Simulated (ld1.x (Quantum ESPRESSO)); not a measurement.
# PBE RRKJ dataset for O (Z = 8), scalar-relativistic all-electron reference.

ld1.x (Quantum ESPRESSO) 7.5 was run on this input:

```
&input
   title='O', zed=8., rel=1, dft='PBE', iswitch=3,
   config='[He] 2s2 2p4 3d-2',
   nld=3, rlderiv=1.95, eminld=-4.0, emaxld=5.0, deld=0.02
 /
 &inputp
   pseudotype=2, tm=.false., rho0=0.005, lloc=2,
   nlcc=.true., new_core_ps=.true., rcore=0.60,
   file_pseudopw='O.UPF', file_wfcaegen='ae.wfc', file_wfcncgen='nc.wfc', file_beta='beta', file_chi='chi'
 /
3
2S  1  0   2.00   0.00  0.70  0.70  0.0
2P  2  1   4.00   0.00  1.70  1.70  0.0
3D  3  2  -2.00  -0.15  1.80  1.80  0.0
 &test
   configts(1)='2s2 2p4'
 /
```

Command:

```bash
ld1.x < O.in > O.out
```

The program printed (shortened: banner, matrices, multipoles, cross overlaps and the repeated all-electron block are left out):

```
Program LD1 v.7.5
     --------------------------- All-electron run ----------------------------

     O
     scalar relativistic calculation

     atomic number is  8.00
     dft =PBE   lsd =0 sic =0 latt =0  beta=0.20 tr2=1.0E-14
     Exchange-correlation= PBE
                           (   1   4   3   4   0   0   0)
     mesh =1095 r(mesh) =  99.04343 a.u. xmin = -7.00 dx = 0.01250
     1 Ry =  13.60569312 eV, c = 137.03599908

     n l     nl                  e(Ry)          e(Ha)          e(eV)
     1 0     1S 1( 2.00)       -37.8295       -18.9148      -514.6969
     2 0     2S 1( 2.00)        -1.7611        -0.8806       -23.9616
     2 1     2P 1( 4.00)        -0.6637        -0.3319        -9.0308

     final scf error:  9.7E-15 reached in  23 iterations

     Etot =    -150.004152 Ry,     -75.002076 Ha,   -2040.910458 eV

     Ekin =     149.791567 Ry,      74.895784 Ha,    2038.018097 eV
     Encl =    -356.113718 Ry,    -178.056859 Ha,   -4845.173959 eV
     Eh   =      72.868749 Ry,      36.434374 Ha,     991.429835 eV
     Exc  =     -16.550750 Ry,      -8.275375 Ha,    -225.184431 eV

     normalization and overlap integrals

     s(1S/1S) =  1.000000  <r> =   0.1995  <r2> =    0.0538  r(max) =   0.1298
     s(2S/2S) =  1.000000  <r> =   1.1394  <r2> =    1.5805  r(max) =   0.8677
     s(2P/2P) =  1.000000  <r> =   1.2657  <r2> =    2.1375  r(max) =   0.8151

     ------------------------ End of All-electron run ------------------------

     --------------------- Generating NC pseudopotential ---------------------

      Generating local pot.: lloc=2, matching radius rcloc =   1.8000

      Computing core charge for nlcc:

       r > 0.60 : true rho core
      Core charge pseudized with two Bessel functions
      Integrated core pseudo-charge :   0.37

      Wfc   2S  rcut= 0.702  Estimated cut-off energy=       85.70 Ry
      Using 4 Bessel functions for this wfc, rho(0) = 0.005
      This function has    0 nodes for 0 < r <    0.702

      Wfc   2P  rcut= 1.683  Estimated cut-off energy=       62.89 Ry
      This function has    0 nodes for 0 < r <    1.683

     ------------------- End of pseudopotential generation -------------------

     Computing logarithmic derivative in   1.94318
     Computing logarithmic derivative in   1.94318
     Computing the partial wave expansion
     R is outside the sphere for l=    0 j= 0.00
     R is outside the sphere for l=    1 j= 0.00
       no projector for channel:   2

     ---------------------- Testing the pseudopotential ----------------------

     O
     scalar relativistic calculation

     atomic number is  8.00   valence charge is  6.00
     dft =PBE   lsd =0 sic =0 latt =0  beta=0.20 tr2=1.0E-14
     mesh =1095 r(mesh) =  99.04343 xmin = -7.00 dx = 0.01250

     n l     nl             e AE (Ry)        e PS (Ry)    De AE-PS (Ry)
     1 0     2S   1( 2.00)       -1.76114       -1.76114       -0.00000
     2 1     2P   1( 4.00)       -0.66375       -0.66375        0.00000

     eps = 1.6E-15  iter =  3

     Etot =    -150.004152 Ry,     -75.002076 Ha,   -2040.910458 eV
     Etotps =   -31.679218 Ry,     -15.839609 Ha,    -431.017719 eV

     Ekin =      19.923622 Ry,       9.961811 Ha,     271.074683 eV
     Encl =     -66.561580 Ry,     -33.280790 Ha,    -905.616437 eV
     Ehrt =      26.744069 Ry,      13.372034 Ha,     363.871594 eV
     Ecxc =      -7.182915 Ry,      -3.591458 Ha,     -97.728543 eV
     (Ecc =      -0.610272 Ry,      -0.305136 Ha,      -8.303168 eV)
     Epseu=      -4.602413 Ry,      -2.301206 Ha,     -62.619017 eV

     ---------------------- End of pseudopotential test ----------------------
```

Generation and configuration tests took about 0.64 s on one core of a shared server CPU.

Transferability test of the new file with ld1.x, input:

```
&input
   title='O', zed=8., rel=1, dft='PBE', iswitch=2,
   config='[He] 2s2 2p4 3d-2'
 /
 &test
   file_pseudo='O.UPF', nconf=8,
   configts(1)='2s2 2p4',
   configts(2)='2s2 2p3',
   configts(3)='2s2 2p2',
   configts(4)='2s2 2p1',
   configts(5)='2s1 2p4',
   configts(6)='2s1 2p5',
   configts(7)='2s2 2p3.5',
   configts(8)='2s2 2p4.3'
 /
```

```bash
ld1.x < O.test.in > O.test.out
```

Pseudopotential blocks of its output, shortened (energy terms left out):

```
     ---------------------- Testing the pseudopotential ----------------------

     n l     nl             e AE (Ry)        e PS (Ry)    De AE-PS (Ry)
     1 0     2S   1( 2.00)       -1.76114       -1.76114       -0.00000
     2 1     2P   1( 4.00)       -0.66375       -0.66375        0.00000

     eps = 4.7E-16  iter = 14

     Etot =    -150.004152 Ry,     -75.002076 Ha,   -2040.910457 eV
     Etotps =   -31.679218 Ry,     -15.839609 Ha,    -431.017719 eV

     ---------------------- End of pseudopotential test ----------------------

          ---------------------- Testing the pseudopotential ----------------------

     n l     nl             e AE (Ry)        e PS (Ry)    De AE-PS (Ry)
     1 0     2S   1( 2.00)       -2.91523       -2.91611        0.00088
     2 1     2P   1( 3.00)       -1.79705       -1.78733       -0.00972  !

     eps = 6.5E-15  iter = 11

     Etot =    -148.796508 Ry,     -74.398254 Ha,   -2024.479622 eV
     Etotps =   -30.474803 Ry,     -15.237402 Ha,    -414.630819 eV
     dEtot_ae =       1.207644 Ry
     dEtot_ps =       1.204415 Ry,   Delta E=       0.003229 Ry

     ---------------------- End of pseudopotential test ----------------------

          ---------------------- Testing the pseudopotential ----------------------

     n l     nl             e AE (Ry)        e PS (Ry)    De AE-PS (Ry)
     1 0     2S   1( 2.00)       -4.28836       -4.27635       -0.01202  !
     2 1     2P   1( 2.00)       -3.17823       -3.12944       -0.04879  !

     eps = 2.1E-15  iter =  9

     Etot =    -146.327963 Ry,     -73.163981 Ha,   -1990.893355 eV
     Etotps =   -28.032068 Ry,     -14.016034 Ha,    -381.395721 eV
     dEtot_ae =       3.676189 Ry
     dEtot_ps =       3.647150 Ry,   Delta E=       0.029040 Ry

     ---------------------- End of pseudopotential test ----------------------

          ---------------------- Testing the pseudopotential ----------------------

     n l     nl             e AE (Ry)        e PS (Ry)    De AE-PS (Ry)
     1 0     2S   1( 2.00)       -5.84242       -5.78910       -0.05332  !
     2 1     2P   1( 1.00)       -4.77428       -4.63470       -0.13958  !

     eps = 4.5E-16  iter =  9

     Etot =    -142.368669 Ry,     -71.184335 Ha,   -1937.024424 eV
     Etotps =   -24.161556 Ry,     -12.080778 Ha,    -328.734722 eV
     dEtot_ae =       7.635483 Ry
     dEtot_ps =       7.517662 Ry,   Delta E=       0.117821 Ry

     ---------------------- End of pseudopotential test ----------------------

          ---------------------- Testing the pseudopotential ----------------------

     n l     nl             e AE (Ry)        e PS (Ry)    De AE-PS (Ry)
     1 0     2S   1( 1.00)       -2.92540       -2.94086        0.01546  !
     2 1     2P   1( 4.00)       -1.80506       -1.81138        0.00631  !

     eps = 8.4E-15  iter = 10

     Etot =    -147.677224 Ry,     -73.838612 Ha,   -2009.250990 eV
     Etotps =   -29.345668 Ry,     -14.672834 Ha,    -399.268154 eV
     dEtot_ae =       2.326928 Ry
     dEtot_ps =       2.333550 Ry,   Delta E=      -0.006622 Ry

     ---------------------- End of pseudopotential test ----------------------

          ---------------------- Testing the pseudopotential ----------------------

     n l     nl             e AE (Ry)        e PS (Ry)    De AE-PS (Ry)
     1 0     2S   1( 1.00)       -1.79485       -1.79973        0.00488
     2 1     2P   1( 5.00)       -0.69467       -0.69955        0.00488

     eps = 4.3E-15  iter = 14

     Etot =    -148.905333 Ry,     -74.452667 Ha,   -2025.960272 eV
     Etotps =   -30.580396 Ry,     -15.290198 Ha,    -416.067487 eV
     dEtot_ae =       1.098818 Ry
     dEtot_ps =       1.098822 Ry,   Delta E=      -0.000003 Ry

     ---------------------- End of pseudopotential test ----------------------

          ---------------------- Testing the pseudopotential ----------------------

     n l     nl             e AE (Ry)        e PS (Ry)    De AE-PS (Ry)
     1 0     2S   1( 2.00)       -2.30727       -2.30859        0.00133
     2 1     2P   1( 3.50)       -1.19639       -1.19388       -0.00250

     eps = 2.4E-16  iter = 12

     Etot =    -149.542165 Ry,     -74.771082 Ha,   -2034.624804 eV
     Etotps =   -31.217687 Ry,     -15.608843 Ha,    -424.738263 eV
     dEtot_ae =       0.461987 Ry
     dEtot_ps =       0.461531 Ry,   Delta E=       0.000456 Ry

     ---------------------- End of pseudopotential test ----------------------

          ---------------------- Testing the pseudopotential ----------------------

     n l     nl             e AE (Ry)        e PS (Ry)    De AE-PS (Ry)
     1 0     2S   1( 2.00)       -1.46858       -1.46755       -0.00103
     2 1     2P   1( 4.30)       -0.38148       -0.38170        0.00021

     eps = 5.8E-15  iter = 14

     Etot =    -150.160161 Ry,     -75.080080 Ha,   -2043.033064 eV
     Etotps =   -31.835286 Ry,     -15.917643 Ha,    -433.141134 eV
     dEtot_ae =      -0.156009 Ry
     dEtot_ps =      -0.156068 Ry,   Delta E=       0.000059 Ry

     ---------------------- End of pseudopotential test ----------------------
```
